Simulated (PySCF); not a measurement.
C4H4ClF.

```xyz
10

C     -1.6013     1.1500     0.0000
C     -0.2737     0.9816     0.0000
F      0.5355     2.0570     0.0000
C      0.4858    -0.2724     0.0000
C      1.8270    -0.3281     0.0000
Cl    -0.4658    -1.7330     0.0000
H     -2.0175     2.1589     0.0000
H     -2.2640     0.2864     0.0000
H      2.4008     0.6000     0.0000
H      2.3522    -1.2843     0.0000
```

The structure is a stationary point at r2SCAN-D4/def2-SVP. Other conformers were not sampled.

Method: PBE/pcSseg-1 (PySCF). Non-relativistic, no solvent.

Computed absolute GIAO shielding of each atom: isotropic value and principal components (ppm):
```json
[
 {"atom": "C1", "σ(iso)": "81.7", "σ11": "-6.3", "σ22": "90.4", "σ33": "160.9", "span": "167.2"},
 {"atom": "C2", "σ(iso)": "11.4", "σ11": "-82.3", "σ22": "51.9", "σ33": "64.7", "span": "147.0"},
 {"atom": "F3", "σ(iso)": "259.9", "σ11": "163.2", "σ22": "267.3", "σ33": "349.3", "span": "186.1"},
 {"atom": "C4", "σ(iso)": "35.8", "σ11": "-62.5", "σ22": "70.4", "σ33": "99.4", "span": "161.9"},
 {"atom": "C5", "σ(iso)": "61.5", "σ11": "-38.2", "σ22": "69.1", "σ33": "153.7", "span": "191.9"},
 {"atom": "Cl6", "σ(iso)": "682.6", "σ11": "477.6", "σ22": "593.8", "σ33": "976.3", "span": "498.8"},
 {"atom": "H7", "σ(iso)": "26.1", "σ11": "24.2", "σ22": "24.6", "σ33": "29.6", "span": "5.4"},
 {"atom": "H8", "σ(iso)": "25.9", "σ11": "23.0", "σ22": "23.9", "σ33": "30.8", "span": "7.8"},
 {"atom": "H9", "σ(iso)": "25.2", "σ11": "22.7", "σ22": "23.1", "σ33": "29.7", "span": "6.9"},
 {"atom": "H10", "σ(iso)": "25.6", "σ11": "22.7", "σ22": "23.9", "σ33": "30.2", "span": "7.5"}
]
```
